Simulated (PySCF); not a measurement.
Run record for `C=C(C)C(F)(F)F`: WP04/pcSseg-1, full TDDFT, 12 singlets.

Method: TDDFT WP04/pcSseg-1, vertical, gas phase, core orbitals frozen in the response (PySCF 2.14.0, density-fitted response routines). Geometry: GFN2-xTB. The command runs a driver script over a list of jobs; the input below is this job's line of settings and its coordinates in Å.

Command:
```bash
OMP_NUM_THREADS=1 python probes_run.py task.json out
```

Input:
```
{"job": {"kind": "uv", "xc": "WP04", "basis": "pcSseg-1", "nstates": 12, "ntriplets": 5, "tda": false}, "charge": 0, "multiplicity": 1}
C     -0.225442     1.525082    -0.314227
C      0.011647     0.255023    -0.032884
C      1.258576    -0.287302     0.586279
C     -1.019645    -0.802985    -0.333593
F     -1.399028    -1.464917     0.776111
F     -0.547664    -1.738465    -1.179618
F     -2.140647    -0.324739    -0.888385
H     -1.148197     1.850031    -0.762166
H      0.507459     2.283118    -0.101485
H      1.022262    -0.791709     1.522772
H      1.963829     0.514856     0.779137
H      1.718048    -1.018680    -0.077970
```

Output:
```
coarse grid: 10704 points
cycle   1  E = -463.4705103446  dE =  9.608e-01  |g| = 1.333e+00  |ddm| = 3.152e+00
cycle   2  E = -463.0480232405  dE =  4.225e-01  |g| = 2.145e+00  |ddm| = 1.691e+00
cycle   3  E = -463.7371604819  dE = -6.891e-01  |g| = 1.909e-01  |ddm| = 1.121e+00
cycle   4  E = -463.7435228581  dE = -6.362e-03  |g| = 1.042e-01  |ddm| = 2.270e-01
cycle   5  E = -463.7459406703  dE = -2.418e-03  |g| = 3.905e-02  |ddm| = 9.788e-02
cycle   6  E = -463.7463041879  dE = -3.635e-04  |g| = 5.859e-03  |ddm| = 2.850e-02
cycle   7  E = -463.7463118944  dE = -7.707e-06  |g| = 1.653e-03  |ddm| = 5.907e-03
final grid: 106504 points
cycle   8  E = -463.8301455239  dE = -6.153e-05  |g| = 1.097e-02  |ddm| = 3.501e-02
cycle   9  E = -463.8301237804  dE =  2.174e-05  |g| = 1.597e-02  |ddm| = 1.655e-02
cycle  10  E = -463.8301686520  dE = -4.487e-05  |g| = 1.416e-03  |ddm| = 9.545e-03
cycle  11  E = -463.8301690233  dE = -3.714e-07  |g| = 3.674e-04  |ddm| = 1.044e-03
cycle  12  E = -463.8301690451  dE = -2.179e-08  |g| = 2.187e-04  |ddm| = 4.173e-04
cycle  13  E = -463.8301690570  dE = -1.190e-08  |g| = 3.101e-05  |ddm| = 1.771e-04
cycle  14  E = -463.8301690572  dE = -1.729e-10  |g| = 1.118e-05  |ddm| = 3.153e-05
converged SCF energy = -463.8301690572

Static polarisability (au): isotropic 41.702, principal 29.497 41.333 54.276

Singlet excitations
state   eV       nm        f      main configurations
  1   7.5098    165.1   0.39180   H->L 0.96
  2   8.1324    152.5   0.00045   H-1->L 0.99
  3   8.7980    140.9   0.00216   H-2->L 0.97
  4   8.8850    139.5   0.00153   H->L+1 0.99
  5   9.3914    132.0   0.00311   H-3->L 0.99
  6   9.4527    131.2   0.00746   H->L+2 0.97
  7   9.5522    129.8   0.00015   H-5->L 0.95
  8   9.6112    129.0   0.00014   H->L+3 0.97
  9   9.6531    128.4   0.02607   H-4->L 0.96
 10  10.1227    122.5   0.01763   H->L+4 0.94
 11  10.2009    121.5   0.00082   H-7->L 0.94
 12  10.3316    120.0   0.01921   H-6->L 0.80, H->L+5 0.16

Triplet excitations (Tamm-Dancoff, eV): 4.3121 7.6849 8.4447 8.7170 9.2582
```

The SCF starts on a coarse grid where the log names one; the energy can jump when the final grid takes over, and dE then counts from the start density on the new grid. H and L stand for HOMO and LUMO; the number after each pair is its weight.

Question: How does the lowest singlet excitation compare with the HOMO–LUMO gap?

Answer: HOMO -9.43 eV and LUMO -2.75 eV give a gap of 6.68 eV; S1 at 7.51 eV lies 0.83 eV above it.

Question: Give S1 in cm⁻¹ and kJ/mol.

Answer: 7.5098 eV × 8065.54 = 60571 cm⁻¹; × 96.485 = 724.6 kJ/mol.

In short: SCF converged in 14 cycles with 144 basis and 745 fitting functions; HOMO -9.43 eV, LUMO -2.75 eV; lowest singlet 7.51 eV; lowest triplet 4.31 eV (Tamm–Dancoff); mean polarisability 41.7 au.

Question: How long does this job take on an Arm Neoverse N1 with one thread, no GPU, on a shared host?

Answer: About 41 s (density and orbital grids were written too).

Conformer computed: `[CH2:1]=[C:2]([CH3:3])[C:4]([F:5])([F:6])[F:7]`: C1–C2–C4–F5 -121°.
